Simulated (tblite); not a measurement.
A tight-binding relaxation on `CC[C@H](SC)[GeH2][CH3]`.

Computed with GFN2-xTB geometry optimisation, gas phase (tblite 0.8.0). Start geometry: from a force field or distance geometry. A driver script takes a list of jobs; this job's settings line and coordinates (Å) are shown.

Command:
```bash
OMP_NUM_THREADS=1 python probes_run.py task.json out
```

Input:
```
{"job": {"kind": "relax", "xc": "GFN2-xTB", "basis": "xTB"}, "charge": 0, "multiplicity": 1}
C     -1.243100    -1.706100    -0.400600
C     -1.103600    -0.791100     0.794300
C     -0.017600     0.261700     0.570400
S     -0.528500     1.260600    -0.864900
C     -2.023300     2.224000    -0.521300
Ge     1.590200    -0.721100     0.089000
C      3.208300     0.339900     0.311200
H     -0.722200    -2.667500    -0.146100
H     -0.894000    -1.257000    -1.332700
H     -2.340300    -1.954300    -0.538200
H     -0.851700    -1.365000     1.712700
H     -2.108000    -0.344400     0.961700
H      0.091200     0.904300     1.458000
H     -2.355900     2.740100    -1.462500
H     -1.773100     3.006600     0.249200
H     -2.859400     1.632800    -0.140900
H      1.776200    -2.010000     0.921400
H      1.483500    -1.089300    -1.424900
H      3.021500     1.438400     0.307000
H      3.754400     0.079700     1.269300
H      3.886300     0.034400    -0.502900
```

Output:
```
step      E/eV     max force
  0    -625.02036    1.930
  1    -625.25697    0.793
  2    -625.33939    0.471
  3    -625.37388    0.433
  4    -625.42461    0.485
  5    -625.45252    0.366
  6    -625.47371    0.271
  7    -625.48479    0.224
  8    -625.49683    0.352
  9    -625.50945    0.355
... (111 lines left out)
121    -625.71598    0.024
122    -625.71608    0.022
123    -625.71616    0.016
124    -625.71623    0.019
125    -625.71628    0.018
126    -625.71632    0.014
127    -625.71636    0.013
128    -625.71643    0.013
129    -625.71647    0.011
130    -625.71650    0.009
```

«max force» is the largest atomic force in eV/Å.

Problem. From which step on does the largest force stay under 0.1 eV/Å, and how much energy is left to gain from there?

Solution. From step 46 (0.086 eV/Å), 27.1 meV above the end.

Main results: energy lowered by 16.1 kcal/mol over 130 steps; largest atomic force 0.009 eV/Å at the end.

Problem. Where do the atoms end?

Solution. 0.476 Å rms from the input after alignment:
```
atom  x, y, z in Å
C1    -1.4855   -1.8776   -0.3791
C2    -1.2293   -0.8675    0.7278
C3    -0.1053    0.0983    0.3886
S4    -0.4696    1.1392   -1.0633
C5    -1.6895    2.2913   -0.3668
Ge6    1.6580   -0.7549   -0.0025
C7     3.1046    0.5416    0.3111
H8    -0.6009   -2.4968   -0.5303
H9    -1.7107   -1.3640   -1.3112
H10   -2.3231   -2.5229   -0.1242
H11   -0.9475   -1.3937    1.6459
H12   -2.1475   -0.3094    0.9362
H13    0.0358    0.7953    1.2208
H14   -1.8818    3.0383   -1.1297
H15   -1.2761    2.7619    0.5214
H16   -2.6092    1.7638   -0.1300
H17    1.8146   -1.9579    0.8987
H18    1.6991   -1.2568   -1.4160
H19    2.9777    1.4069   -0.3344
H20    3.1022    0.8814    1.3441
H21    4.0750    0.1004    0.1015
```

The run took 0.88 s of wall time on one thread of an Arm Neoverse V2, on a shared host.
Labels such as C1 count atoms from 1, the log's own numbers from 0.
